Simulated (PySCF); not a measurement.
Species: FH4SbSi.
Cartesian coordinates in Å at the PBE0-D3(BJ)/def2-SVP level; atoms count from 1:
```
atom  x, y, z in Å
F1    -1.8634   -0.6247    1.0645
Si2   -0.9126    0.0975   -0.0469
Sb3    1.4935    0.1922    0.8651
H4    -1.0373   -0.6789   -1.3141
H5    -1.4208    1.4855   -0.2561
H6     1.9683    0.8858   -0.6340
H7     1.8046   -1.3870    0.2715
```

The calculation used PBE0-D3(BJ)/def2-SVP geometry optimisation, gas phase, def2 core potentials past Kr in PySCF.

Question: Which atoms are bound to Sb3, and at what distances?

Answer: 3 atoms: H7 1.716 Å, H6 1.719 Å, Si2 2.575 Å. The nearest atom not counted as bound is H5, at 3.38 Å.

Question: List the angles at Sb3.

Answer: 
```csv
angle,degrees,distance of the outer atoms (Å)
H6–Sb3–H7,91.1,2.45
Si2–Sb3–H7,90.7,3.11
Si2–Sb3–H6,87.9,3.04
```

Question: What is the shape at Sb3?

Answer: Pyramidal: angles 91.1°, 90.7° and 87.9°, sum 269.8°, 1.10 Å off the plane of its three neighbours.

Question: What are the other bond lengths?

Answer: F1–Si2 1.631 Å; Si2–H4, Si2–H5 1.492 Å.

Question: Give some angles away from the centre.

Answer: F1–Si2–Sb3 108.6°.

Question: What are the rotational constants (commonest isotopes, rigid rotor)?

Answer: A = 14900, B = 1680, C = 1565 MHz: a near-prolate asymmetric top.

Charge 0, singlet. PBE0-D3(BJ)/def2-SVP frequencies: not computed here.

One conformer stands for the species.
